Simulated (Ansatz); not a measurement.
Geometry optimisation of the cluster Ti3Cl3.

```yaml
crystal:
  periodic: [false, false, false]
  atoms:
    - {symbol: Ti, position_ang: [-0.004070, -2.149950, -1.160560]}
    - {symbol: Ti, position_ang: [0.610480, -0.344450, 0.508620]}
    - {symbol: Ti, position_ang: [-0.614910, 1.743550, 1.344430]}
    - {symbol: Cl, position_ang: [-0.883880, 3.697850, 0.354020]}
    - {symbol: Cl, position_ang: [-1.809570, -2.488600, -2.395820]}
    - {symbol: Cl, position_ang: [2.701950, -0.458390, 1.349320]}
basis:
  gaussian: {orbitals: def2-SVP}
magnetization: {spin_polarized: true, initial_magnetization: 1}
hamiltonian: {xc: pbe, dispersion: d4}
scf: {lower_state_search: "off"}
output: {orbitals: {seedname: orbitals}}
relax: {f_tol: 0.02, max_steps: 100}
```

```sh
$ ansatz run in.yaml --threads 4 --pin off --events-out ev --progress --plain --max-ram 4787MiB
```

Output, abridged:

```
Functional definition: PBE
mean field -106860.03277623 eV, -3927.0337721947 hartree, gradient 2.9e-6 eV, S^2 3.486182; 0 other end points of the search recorded, 0 dependent functions left out
relax step   1: F+E_penalty+E_count = -106860.26927232 eV  Δ(F+E_penalty+E_count) = +0.000e0 eV  max|allowed force component| = 1.094e0 eV/Å  Δτ_max = 0.0000 Å  (305 SCF iters, accepted)
mean field -106860.32298497 eV, -3927.0444371694 hartree, gradient 8.0e-6 eV, S^2 3.388718; 0 other end points of the search recorded, 0 dependent functions left out
relax step   2: F+E_penalty+E_count = -106860.57253673 eV  Δ(F+E_penalty+E_count) = -3.033e-1 eV  max|allowed force component| = 5.140e-1 eV/Å  Δτ_max = 0.1940 Å  (66 SCF iters, accepted)
mean field -106860.57143891 eV, -3927.0535676829 hartree, gradient 8.1e-6 eV, S^2 3.092819; 0 other end points of the search recorded, 0 dependent functions left out
relax step   3: F+E_penalty+E_count = -106860.83324141 eV  Δ(F+E_penalty+E_count) = -2.607e-1 eV  max|allowed force component| = 6.028e-1 eV/Å  Δτ_max = 0.1954 Å  (56 SCF iters, accepted)
mean field -106860.85333383 eV, -3927.0639271302 hartree, gradient 2.8e-6 eV, S^2 2.786095; 0 other end points of the search recorded, 0 dependent functions left out
relax step   4: F+E_penalty+E_count = -106861.12449059 eV  Δ(F+E_penalty+E_count) = -2.912e-1 eV  max|allowed force component| = 7.161e-1 eV/Å  Δτ_max = 0.1956 Å  (51 SCF iters, accepted)
mean field -106861.20097395 eV, -3927.0767026692 hartree, gradient 2.0e-6 eV, S^2 2.401092; 0 other end points of the search recorded, 0 dependent functions left out
relax step   5: F+E_penalty+E_count = -106861.48155252 eV  Δ(F+E_penalty+E_count) = -3.571e-1 eV  max|allowed force component| = 9.131e-1 eV/Å  Δτ_max = 0.1956 Å  (58 SCF iters, accepted)
mean field -106861.49292943 eV, -3927.0874318350 hartree, gradient 2.6e-6 eV, S^2 1.845930; 0 other end points of the search recorded, 0 dependent functions left out
relax step   6: F+E_penalty+E_count = -106861.78100949 eV  Δ(F+E_penalty+E_count) = -2.995e-1 eV  max|allowed force component| = 2.705e-1 eV/Å  Δτ_max = 0.1948 Å  (61 SCF iters, accepted)
mean field -106861.52060887 eV, -3927.0884490358 hartree, gradient 2.1e-6 eV, S^2 1.672396; 0 other end points of the search recorded, 0 dependent functions left out
relax step   7: F+E_penalty+E_count = -106861.81061426 eV  Δ(F+E_penalty+E_count) = -2.960e-2 eV  max|allowed force component| = 1.991e-1 eV/Å  Δτ_max = 0.0788 Å  (58 SCF iters, accepted)
mean field -106861.57448570 eV, -3927.0904289729 hartree, gradient 2.4e-6 eV, S^2 1.623906; 0 other end points of the search recorded, 0 dependent functions left out
relax step   8: F+E_penalty+E_count = -106861.86363469 eV  Δ(F+E_penalty+E_count) = -5.302e-2 eV  max|allowed force component| = 3.401e-1 eV/Å  Δτ_max = 0.1940 Å  (69 SCF iters, accepted)
mean field -106861.63427952 eV, -3927.0926263553 hartree, gradient 2.2e-6 eV, S^2 1.546998; 0 other end points of the search recorded, 0 dependent functions left out
relax step   9: F+E_penalty+E_count = -106861.92460482 eV  Δ(F+E_penalty+E_count) = -6.097e-2 eV  max|allowed force component| = 3.474e-1 eV/Å  Δτ_max = 0.1951 Å  (66 SCF iters, accepted)
mean field -106861.74352712 eV, -3927.0966411305 hartree, gradient 2.6e-6 eV, S^2 1.402697; 0 other end points of the search recorded, 0 dependent functions left out
relax step  10: F+E_penalty+E_count = -106862.03811921 eV  Δ(F+E_penalty+E_count) = -1.135e-1 eV  max|allowed force component| = 5.383e-1 eV/Å  Δτ_max = 0.1950 Å  (58 SCF iters, accepted)
mean field -106861.96073293 eV, -3927.1046232965 hartree, gradient 2.6e-6 eV, S^2 1.393728; 0 other end points of the search recorded, 0 dependent functions left out
relax step  11: F+E_penalty+E_count = -106862.25945728 eV  Δ(F+E_penalty+E_count) = -2.213e-1 eV  max|allowed force component| = 4.743e-1 eV/Å  Δτ_max = 0.1959 Å  (50 SCF iters, accepted)
mean field -106862.23212644 eV, -3927.1145968241 hartree, gradient 2.7e-6 eV, S^2 1.590299; 0 other end points of the search recorded, 0 dependent functions left out
relax step  12: F+E_penalty+E_count = -106862.53328191 eV  Δ(F+E_penalty+E_count) = -2.738e-1 eV  max|allowed force component| = 5.924e-1 eV/Å  Δτ_max = 0.1950 Å  (46 SCF iters, accepted)
mean field -106862.52065094 eV, -3927.1251999038 hartree, gradient 1.6e-6 eV, S^2 1.690733; 0 other end points of the search recorded, 0 dependent functions left out
relax step  13: F+E_penalty+E_count = -106862.83064808 eV  Δ(F+E_penalty+E_count) = -2.974e-1 eV  max|allowed force component| = 4.194e-1 eV/Å  Δτ_max = 0.1950 Å  (47 SCF iters, accepted)
mean field -106862.71426835 eV, -3927.1323152125 hartree, gradient 1.9e-6 eV, S^2 1.802196; 0 other end points of the search recorded, 0 dependent functions left out
relax step  14: F+E_penalty+E_count = -106863.03217688 eV  Δ(F+E_penalty+E_count) = -2.015e-1 eV  max|allowed force component| = 7.175e-1 eV/Å  Δτ_max = 0.1954 Å  (51 SCF iters, accepted)
mean field -106862.84335466 eV, -3927.1370590470 hartree, gradient 3.0e-6 eV, S^2 1.859976; 0 other end points of the search recorded, 0 dependent functions left out
relax step  15: F+E_penalty+E_count = -106863.16392857 eV  Δ(F+E_penalty+E_count) = -1.318e-1 eV  max|allowed force component| = 4.041e-1 eV/Å  Δτ_max = 0.1969 Å  (53 SCF iters, accepted)
mean field -106862.92873254 eV, -3927.1401966262 hartree, gradient 2.9e-6 eV, S^2 1.820876; 0 other end points of the search recorded, 0 dependent functions left out
relax step  16: F+E_penalty+E_count = -106863.24218610 eV  Δ(F+E_penalty+E_count) = -7.826e-2 eV  max|allowed force component| = 3.177e-1 eV/Å  Δτ_max = 0.2000 Å  (58 SCF iters, accepted)
mean field -106862.97794318 eV, -3927.1420050837 hartree, gradient 2.7e-6 eV, S^2 1.724614; 0 other end points of the search recorded, 0 dependent functions left out
relax step  17: F+E_penalty+E_count = -106863.29012716 eV  Δ(F+E_penalty+E_count) = -4.794e-2 eV  max|allowed force component| = 1.343e-1 eV/Å  Δτ_max = 0.1995 Å  (51 SCF iters, accepted)
mean field -106862.99107159 eV, -3927.1424875442 hartree, gradient 2.2e-6 eV, S^2 1.702823; 0 other end points of the search recorded, 0 dependent functions left out
relax step  18: F+E_penalty+E_count = -106863.30694389 eV  Δ(F+E_penalty+E_count) = -1.682e-2 eV  max|allowed force component| = 1.076e-1 eV/Å  Δτ_max = 0.1585 Å  (48 SCF iters, accepted)
mean field -106862.99291175 eV, -3927.1425551686 hartree, gradient 1.4e-6 eV, S^2 1.684445; 0 other end points of the search recorded, 0 dependent functions left out
relax step  19: F+E_penalty+E_count = -106863.30885797 eV  Δ(F+E_penalty+E_count) = -1.914e-3 eV  max|allowed force component| = 5.594e-2 eV/Å  Δτ_max = 0.0339 Å  (42 SCF iters, accepted)
mean field -106862.99293637 eV, -3927.1425560736 hartree, gradient 1.8e-6 eV, S^2 1.690469; 0 other end points of the search recorded, 0 dependent functions left out
relax step  20: F+E_penalty+E_count = -106863.30908079 eV  Δ(F+E_penalty+E_count) = -2.228e-4 eV  max|allowed force component| = 6.273e-2 eV/Å  Δτ_max = 0.0297 Å  (45 SCF iters, accepted)
mean field -106862.99277032 eV, -3927.1425499711 hartree, gradient 2.1e-6 eV, S^2 1.681447; 0 other end points of the search recorded, 0 dependent functions left out
relax step  21: F+E_penalty+E_count = -106863.30943330 eV  Δ(F+E_penalty+E_count) = -3.525e-4 eV  max|allowed force component| = 2.040e-2 eV/Å  Δτ_max = 0.0113 Å  (43 SCF iters, accepted)
mean field -106862.99323369 eV, -3927.1425669999 hartree, gradient 2.4e-6 eV, S^2 1.685031; 0 other end points of the search recorded, 0 dependent functions left out
relax step  22: F+E_penalty+E_count = -106863.30957566 eV  Δ(F+E_penalty+E_count) = -1.424e-4 eV  max|allowed force component| = 1.112e-2 eV/Å  Δτ_max = 0.0082 Å  (43 SCF iters, accepted)
Total energy: -106863.30965125 eV, -3927.1541951307 hartree
Atom 0 at     0.602997    -0.577741    -1.080274 Å, force    -0.004564    -0.001412     0.011122 eV/Å
Atom 1 at    -0.758858    -1.033125     0.463398 Å, force     0.008614     0.009674    -0.007208 eV/Å
Atom 2 at     0.321643     1.268440     0.651173 Å, force    -0.009566    -0.006963    -0.003755 eV/Å
Atom 3 at    -0.669738     3.259548     0.378946 Å, force     0.002094     0.000846     0.000900 eV/Å
Atom 4 at    -1.161082    -2.170337    -1.666276 Å, force     0.000150    -0.000082     0.000447 eV/Å
Atom 5 at     1.665038    -0.746775     1.253043 Å, force     0.003271    -0.002063    -0.001508 eV/Å
Dipole moment:     0.407367    -0.658973     0.162234 e Å
Checks for a lower state left out: stability, starts, cluster_reference, orbital_swaps, neighbouring_geometries, increment
```

It took 3.1 min on 4 threads of Arm Neoverse V1 on a shared host.

The charge 0 doublet is spin-contaminated (final ⟨S²⟩ up to 1.69, 0.75 for a pure state). The relaxation made no stability test and no search for a lower SCF solution. No other spin state of charge 0 was run. Another isomer (doublet) lies 0.04 eV lower at PBE0-D4/def2-TZVP; other spin states weren't run for this one.
